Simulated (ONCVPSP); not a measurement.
**Potentials for Fe (Z = 26) compared**

Generated with ld1.x 7.5 (TM, RRKJ, ultrasoft, PAW), atompaw 4.2 or ONCVPSP 4.0.1. The cutoff is in Ry: for ld1.x and atompaw files where the sum of valence levels is converged to 10 mRy in a Bessel basis, for ONCV files where the hardest occupied wave has 1 mHa per electron of residual kinetic energy. The error is the largest all-electron minus pseudo excitation energy over each file’s own four to seven test configurations (ionisations up to +4, promotions, holes and added fractions of an electron), all of which were solved. The labels leave out finer settings (local radius, basis sizes, second energies), which also bear on the numbers. Spin-polarised tests are not counted. The rows are a selection from randomly drawn settings: files with unsolved tests, undetermined cutoffs or missed reference levels are left out.

A true bound ghost makes a file unfit for plane-wave use even where its test errors are small: the radial tests pick states by their node count and pass the ghost by.

| potential | cutoff (Ry) | largest error (meV) | bound ghosts |
| --- | --- | --- | --- |
| ONCV, PBE, scalar-relativistic, rc 1.25/1.25/1.15 (spd), local d, core correction yes, reference 3s2 3p6 3d6 4s1.5 4p0.5, qcut 8.3/11/11.1, projectors 2/2/0 | 109 | -1.7 | s |
| ONCV, PBE, non-relativistic, rc 1.30/1.00/1.10 (spd), local smoothed, core correction yes, reference 3s2 3p6 3d6 4s1, qcut 11.9/16.4/15.7, projectors 2/2/1 | 165 | +7.5 | none |
| ONCV, LDA (Perdew-Wang 92), scalar-relativistic, rc 1.85/1.90/1.50 (spd), local smoothed, core correction yes, reference 3d6 4s2, qcut 2.8/4.4/9.1, projectors 2/2/1 | 79 | -100 | p |
| ONCV, LDA (Perdew-Wang 92), scalar-relativistic, rc 1.55/1.25/0.85 (spd), local smoothed, core correction yes, reference 3s2 3p6 3d6 4s2, qcut 7.3/10.1/12.5, projectors 2/2/1 | 382 | -7.3 | none |
| ONCV, BLYP, scalar-relativistic, rc 1.45/1.15/1.35 (spd), local smoothed, core correction yes, reference 3s2 3p6 3d6 4s2, qcut 7.9/11.6/13.8, projectors 2/2/1 | 125 | -25 | none |
| ONCV, LDA (Perdew-Zunger), scalar-relativistic, rc 1.40/1.00/1.35 (spd), local smoothed, core correction no, reference 3s2 3p6 3d6 4s1.75, qcut 9.6/15.1/13, projectors 2/2/3 | 118 | +1.4 | none |
| ONCV, PW91, scalar-relativistic, rc 1.25/1.30/1.25 (spd), local d, core correction yes, reference 3s2 3p6 3d6 4s1.5 4p0.5, qcut 10.1/13.4/12.4, projectors 2/2/0 | 116 | +0.4 | s |
| ONCV, LDA (Perdew-Wang 92), fully relativistic, rc 2.15/1.30/1.70 (spd), local smoothed, core correction yes, reference 3p6 3d6 4s2, qcut 2.5/9.1/10.1, projectors 2/2/2 | 73 | +86 | none |

**Question.** Fill in the row for Fe: ONCV, PBEsol, fully relativistic, rc 2.50/2.55/1.85 (spd), local smoothed, core correction yes, reference 3d6 4s2, qcut 3.2/3/10.1, projectors 2/2/2.

**Answer.** cutoff 69 Ry, largest error -120 meV, bound ghosts: none.
